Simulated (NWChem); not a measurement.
System: SnNH₃, singlet; SMILES [NH2][SnH]

All runs: NWChem. Low-valent species are run as closed-shell singlets; no triplet was tried in these runs. Geometry: optimised at PBE0/def2-SVP. def2 effective core potentials on Sn; no spin-orbit coupling. LC-ωPBE (HJS hole) with def2-SVP; x = 1 − exp(−ω/0.25 bohr⁻¹) is a scale chosen for this fit.

```
row           x  −ε(HOMO) (eV)
--------  -----  -------------
ω = 0.10  0.330           6.80
ω = 0.30  0.699           8.48
ω = 0.35  0.753           8.71
ω = 0.50  0.865       withheld
ω = 0.80  0.959           9.43
```

Q: Fit a straight line of the last column on the one before it, predict the withheld value, and compare with the run.

A: 
1. Means of the 4 shown rows: x = 0.6853, y = 8.355. Slope Σ(x − x̄)(y − ȳ)/Σ(x − x̄)² = 0.8725/0.2059 = 4.237; intercept 5.452.
2. The shown rows scatter about the line by 0.068 (root mean square); the largest residual is -0.09, at ω = 0.80.
3. At x = 0.865 (ω = 0.50; inside the shown range) the line gives 9.12.
4. The run gives 9.14, +0.02 from the line, 0.3 times the scatter.
